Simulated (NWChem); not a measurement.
System: InHSeCl$_{2}$; SMILES [In]([SeH])([Cl])[Cl]

Here is an NWChem input.

```
start job
memory heap 200 mb stack 900 mb global 1100 mb
geometry units angstroms noautoz
  In    -0.007983    -0.381830     0.000000
  Cl     1.891344    -1.737916     0.000000
  Cl    -2.069862    -1.484537     0.000000
  Se     0.130383     2.102477     0.000000
  H     -1.340528     2.190113     0.000000
end
basis spherical
  * library sto-3g
end
dft
  xc b3lyp
  iterations 150
  mulliken
end
task dft energy
```

Excerpt of the output:

```
             Northwest Computational Chemistry Package (NWChem) 7.3.0
             --------------------------------------------------------

 CS  symmetry detected

                             Geometry "geometry" -> ""
                             -------------------------

 Output coordinates in angstroms (scale by  1.889725989 to convert to a.u.)

  No.       Tag          Charge          X              Y              Z
 ---- ---------------- ---------- -------------- -------------- --------------
    1 In                  49.0000     0.01080331    -0.38326296     0.00000000
    2 Cl                  17.0000     1.96492305    -1.65912673     0.00000000
    3 Cl                  17.0000    -2.00339613    -1.57082701     0.00000000
    4 Se                  34.0000     0.04565611     2.10465016     0.00000000
    5 H                    1.0000    -1.42762773     2.13099301     0.00000000

 Effective nuclear repulsion energy (a.u.)     940.6670755712

      Symmetry information
      --------------------

 Group name             Cs
 Group number              2
 Group order               2
 No. of unique centers     5

                                 NWChem DFT Module
                                 -----------------

 Summary of "ao basis" -> "ao basis" (spherical)
 ------------------------------------------------------------------------------
       Tag                 Description            Shells   Functions and Types
 ---------------- ------------------------------  ------  ---------------------
 In                          sto-3g                 11       27   5s4p2d
 Cl                          sto-3g                  5        9   3s2p
 Se                          sto-3g                  8       18   4s3p1d
 H                           sto-3g                  1        1   1s

      Symmetry analysis of basis
      --------------------------

        a'         47
        a"         17

            General Information
            -------------------
          SCF calculation type: DFT
          Wavefunction type:  closed shell.
          No. of atoms     :     5
          No. of electrons :   118
           Alpha electrons :    59
            Beta electrons :    59
          Charge           :     0
          Spin multiplicity:     1
          Use of symmetry is: on ; symmetry adaption is: on
          Maximum number of iterations: 150
          AO basis - number of functions:    64
                     number of shells:    30
          Convergence on energy requested:  1.00D-06
          Convergence on density requested:  1.00D-05
          Convergence on gradient requested:  5.00D-04

              XC Information
              --------------
                         B3LYP Method XC Potential
                     Hartree-Fock (Exact) Exchange  0.200
                        Slater Exchange Functional  0.800 local
                    Becke 1988 Exchange Functional  0.720 non-local
              Lee-Yang-Parr Correlation Functional  0.810
                  VWN I RPA Correlation Functional  0.190 local

             Grid Information
             ----------------
          Grid used for XC integration:  medium
          Radial quadrature: Mura-Knowles
          Angular quadrature: Lebedev.
          Tag              B.-S. Rad. Rad. Pts. Rad. Cut. Ang. Pts.
          ---              ---------- --------- --------- ---------
          In                  1.55      123           8.0       590
          Cl                  1.00       88          12.0       590
          Se                  1.15      112          10.0       590
          H                   0.35       45          11.0       434
          Grid pruning is: on
          Number of quadrature shells:   456
          Spatial weights used:  Erf1

      Superposition of Atomic Density Guess
      -------------------------------------

 Sum of atomic energies:       -8965.86440455

      Non-variational initial energy
      ------------------------------

 Total energy =   -8965.833527
 1-e energy   =  -14343.775072
 2-e energy   =    4437.274469
 HOMO         =      -0.166316
 LUMO         =       0.136053

      Symmetry analysis of molecular orbitals - initial
      -------------------------------------------------

  Numbering of irreducible representations:

     1 a'          2 a"

  Orbital symmetries:

     1 a'          2 a'          3 a'          4 a'          5 a'
     6 a"          7 a'          8 a'          9 a'         10 a'
    11 a'         12 a"         13 a'         14 a'         15 a'
    16 a"         17 a'         18 a'         19 a'         20 a"
    21 a"         22 a'         23 a'         24 a'         25 a'
    26 a'         27 a"         28 a'         29 a'         30 a"
    31 a'         32 a'         33 a"         34 a'         35 a'
    36 a'         37 a"         38 a'         39 a'         40 a'
    41 a"         42 a"         43 a'         44 a'         45 a'
    46 a'         47 a'         48 a'         49 a"         50 a"
    51 a'         52 a'         53 a'         54 a"         55 a"
    56 a'         57 a'         58 a'         59 a"         60 a'
    61 a"         62 a'         63 a'         64 a'

     ---------------------------------------------
      Total Density - Mulliken Population Analysis
     ---------------------------------------------

    Atom       Charge   Shell Charges
 -----------   ------   -------------------------------------------------------
    1 In  49    47.35   2.00  2.00  6.00  2.00  5.99  2.01  5.96  0.80  0.63 10.00  9.95
    2 Cl  17    17.67   2.00  2.00  5.99  1.98  5.70
    3 Cl  17    17.67   2.00  2.00  5.99  1.98  5.70
    4 Se  34    34.46   2.00  2.00  6.00  2.00  5.98  1.87  4.62 10.00
    5 H    1     0.84   0.84

   convergence    iter        energy       DeltaE   RMS-Dens  Diis-err
 ---------------- ----- ----------------- --------- --------- ---------
 d= 0,ls=0.0,diis     1  -8970.7731760102 -9.91D+03  3.28D-02  3.94D-01
 d= 0,ls=0.0,diis     2  -8970.8159276383 -4.28D-02  1.62D-02  2.50D-01
 d= 0,ls=0.0,diis     3  -8970.8867990321 -7.09D-02  2.87D-03  7.34D-03
 d= 0,ls=0.0,diis     4  -8970.8889138606 -2.11D-03  6.80D-04  1.76D-04
 d= 0,ls=0.0,diis     5  -8970.8889812842 -6.74D-05  1.53D-04  1.88D-05
  Resetting Diis
 d= 0,ls=0.0,diis     6  -8970.8889877089 -6.42D-06  2.09D-05  4.72D-07
 d= 0,ls=0.0,diis     7  -8970.8889878500 -1.41D-07  1.81D-06  1.27D-09

         Total DFT energy =    -8970.888987849956
      One electron energy =   -14330.954312344042
           Coulomb energy =     4720.723738715920
    Exchange-Corr. energy =     -301.325489793023
 Nuclear repulsion energy =      940.667075571189

 Numeric. integr. density =      118.000001610722

                  Occupations of the irreducible representations
                  ----------------------------------------------

                     irrep           alpha         beta
                     --------     --------     --------
                     a'               43.0         43.0
                     a"               16.0         16.0

                       DFT Final Molecular Orbital Analysis
                       ------------------------------------

 Vector   57  Occ=2.000000D+00  E=-2.293287D-01  Symmetry=a'
              MO Center= -2.3D-01, -1.5D+00,  1.1D-14, r^2= 4.7D+00
   Bfn.  Coefficient  Atom+Function         Bfn.  Coefficient  Atom+Function
  ----- ------------  ---------------      ----- ------------  ---------------
    34      0.538797  2 Cl px                43      0.540430  3 Cl px
    44     -0.501156  3 Cl py                35      0.364375  2 Cl py
    23     -0.298952  1 In d -2              30     -0.149921  2 Cl px
    39     -0.150147  3 Cl px                40      0.137627  3 Cl py
    18      0.109581  1 In d -2              31     -0.099755  2 Cl py

 Vector   58  Occ=2.000000D+00  E=-2.149256D-01  Symmetry=a'
              MO Center=  9.9D-02, -4.3D-01, -2.7D-13, r^2= 6.1D+00
   Bfn.  Coefficient  Atom+Function         Bfn.  Coefficient  Atom+Function
  ----- ------------  ---------------      ----- ------------  ---------------
    35      0.566465  2 Cl py                44      0.545741  3 Cl py
    57      0.441567  4 Se py                27     -0.375332  1 In d  2
    55      0.163110  4 Se s                 34      0.160644  2 Cl px
    16     -0.159554  1 In py                31     -0.156004  2 Cl py
    40     -0.150331  3 Cl py                53     -0.138841  4 Se py

 Vector   59  Occ=2.000000D+00  E=-1.873186D-01  Symmetry=a"
              MO Center=  4.4D-02,  1.7D+00, -5.6D-15, r^2= 2.6D+00
   Bfn.  Coefficient  Atom+Function         Bfn.  Coefficient  Atom+Function
  ----- ------------  ---------------      ----- ------------  ---------------
    58      0.949376  4 Se pz                54     -0.281403  4 Se pz
    36     -0.200671  2 Cl pz                45     -0.193656  3 Cl pz
    17      0.179296  1 In pz                24     -0.138051  1 In d -1
    50      0.091967  4 Se pz                13     -0.066496  1 In pz
    32      0.054535  2 Cl pz                41      0.052609  3 Cl pz

 Vector   60  Occ=0.000000D+00  E= 2.860657D-02  Symmetry=a"
              MO Center=  1.3D-02, -3.0D-01,  1.4D-13, r^2= 3.2D+00
   Bfn.  Coefficient  Atom+Function         Bfn.  Coefficient  Atom+Function
  ----- ------------  ---------------      ----- ------------  ---------------
    17      1.004499  1 In pz                58     -0.342720  4 Se pz
    13     -0.333343  1 In pz                36     -0.276177  2 Cl pz
    45     -0.273362  3 Cl pz                 9      0.118722  1 In pz
    54      0.093509  4 Se pz                32      0.071219  2 Cl pz
    41      0.070497  3 Cl pz                 5     -0.046377  1 In pz

 Vector   61  Occ=0.000000D+00  E= 3.781934D-02  Symmetry=a'
              MO Center= -2.9D-02, -2.6D-01,  3.6D-16, r^2= 4.2D+00
   Bfn.  Coefficient  Atom+Function         Bfn.  Coefficient  Atom+Function
  ----- ------------  ---------------      ----- ------------  ---------------
    14      1.048950  1 In s                 57      0.596948  4 Se py
    43     -0.448912  3 Cl px                34      0.420415  2 Cl px
    35     -0.255997  2 Cl py                44     -0.254410  3 Cl py
    42     -0.239360  3 Cl s                 33     -0.226891  2 Cl s
    10     -0.218005  1 In s                 55     -0.216290  4 Se s

 Vector   62  Occ=0.000000D+00  E= 1.671396D-01  Symmetry=a'
              MO Center= -3.6D-01,  8.9D-01,  1.0D-15, r^2= 4.1D+00
   Bfn.  Coefficient  Atom+Function         Bfn.  Coefficient  Atom+Function
  ----- ------------  ---------------      ----- ------------  ---------------
    64      0.822231  5 H  s                 15      0.766875  1 In px
    56      0.632059  4 Se px                34      0.329355  2 Cl px
    55     -0.313432  4 Se s                 35     -0.266270  2 Cl py
    33     -0.264576  2 Cl s                 16     -0.250403  1 In py
    44      0.222598  3 Cl py                11     -0.220119  1 In px

     ---------------------------------------------
      Total Density - Mulliken Population Analysis
     ---------------------------------------------

    Atom       Charge   Shell Charges
 -----------   ------   -------------------------------------------------------
    1 In  49    48.16   2.00  2.00  6.00  2.00  5.99  2.01  5.96  0.99  1.34 10.00  9.87
    2 Cl  17    17.37   2.00  2.00  5.99  2.00  5.39
    3 Cl  17    17.37   2.00  2.00  5.99  2.00  5.39
    4 Se  34    34.11   2.00  2.00  6.00  2.00  5.96  1.92  4.24  9.99
    5 H    1     0.99   0.99

     -------------------------------------------
      Total Density - Lowdin Population Analysis
     -------------------------------------------

    Atom       Charge   Shell Charges
 -----------   ------   -------------------------------------------------------
    1 In  49    48.39   2.00  2.00  6.00  2.00  5.99  1.99  5.87  1.03  1.64  9.99  9.88
    2 Cl  17    17.28   2.00  2.00  5.98  1.93  5.37
    3 Cl  17    17.29   2.00  2.00  5.98  1.93  5.37
    4 Se  34    34.02   2.00  2.00  6.00  2.00  5.95  1.82  4.27  9.99
    5 H    1     1.02   1.02

     Multipole analysis of the density
     ---------------------------------

     L   x y z        total         alpha         beta         nuclear
     -   - - -        -----         -----         ----         -------
     0   0 0 0     -0.000000    -59.000000    -59.000000    118.000000

     1   1 0 0     -0.337208     -0.168604     -0.168604     -0.000000
     1   0 1 0      0.872698      0.436349      0.436349     -0.000000
     1   0 0 1      0.000000      0.000000      0.000000      0.000000

     2   2 0 0    -54.410376   -270.004580   -270.004580    485.598784
     2   1 1 0     -1.741519      2.522170      2.522170     -6.785858
     2   1 0 1      0.000000      0.000000      0.000000      0.000000
     2   0 2 0    -53.741209   -475.194386   -475.194386    896.647563
     2   0 1 1     -0.000000     -0.000000     -0.000000      0.000000
     2   0 0 2    -44.354288    -22.177144    -22.177144      0.000000
```

Level: B3LYP/STO-3G, non-relativistic. Geometry: optimised at PBE0/def2-SVP (def2 core potentials past Kr).
